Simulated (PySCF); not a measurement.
Two-dimensional NMR puzzle

Compound of formula C₅H₆Cl₃NSi. Correlations simulated from computed shifts and the bond graph:

HSQC (one-bond C–H):
```
  δH     δC
8.74  177.3
8.65  177.3
5.58   74.3
2.14    5.6
```

COSY cross peaks (H two or three bonds apart, from the bond graph; peaks can be absent where the dihedral angle is near 90°):
```
  δH    δH
8.74  8.65
```

HMBC (two and three bonds, from the bond graph):
```
  δH           δC
5.58         78.4
2.14  115.4, 78.4
```

Carbons without hydrogens: δ 115.4, 78.4.

Single conformer, relativity neglected, no solvent model, one averaged value for each set of equivalent atoms. Coordinates at the GFN2-xTB level; NMR shieldings at PBE0/pcSseg-1/GIAO; PySCF.

Chemical shifts δ = σref − σ; ¹H (31.72 ppm) and ¹³C (186.93 ppm) against TMS, all at this level.

Exchangeable hydrogens are left out of these lists.

Problem. Assemble the structure.

Solution. SMILES CC#C[Si@](N=C)(Cl)C(Cl)Cl.

Mapped SMILES: `[CH2:1]=[N:2][Si@:3]([Cl:4])([C:5]#[C:6][CH3:7])[CH:8]([Cl:9])[Cl:10]`; H(Xn) means a hydrogen on atom n. Ha(C1) is cis to Si3; Hb(C1) is trans to Si3.

1. δC 177.3 is C1, a C=N carbon (δH 8.65, 8.74).
2. δC 115.4 is C6, an alkyne carbon.
3. δC 78.4 is C5, an alkyne carbon.
4. δC 74.3 is C8, an sp3 CH bonded to 2 Cl and Si (δH 5.58).
5. δC 5.6 is C7, a propargylic methyl carbon (δH 2.14).
6. HMBC from δH 5.58 reaches the proton-free carbon C5.
7. HMBC from δH 2.14 reaches the proton-free carbons C6, C5.
8. COSY links 8.74–8.65.

The data come from this structure; uniqueness wasn't tested.

Carbons that carry Cl, above all several Cl atoms, come out too deshielded, partly because spin–orbit coupling is missing. Shifts are as computed. Against solution values, carbons near 30 ppm lie about +3 ppm off and those near 130 ppm about +5 ppm; carbons on Cl a further +6 ppm. Of 1309 compounds with measured shifts, 239 miss one by over three times the rms of a fit or turn the order of signals round; such compounds aren't used in these exercises.
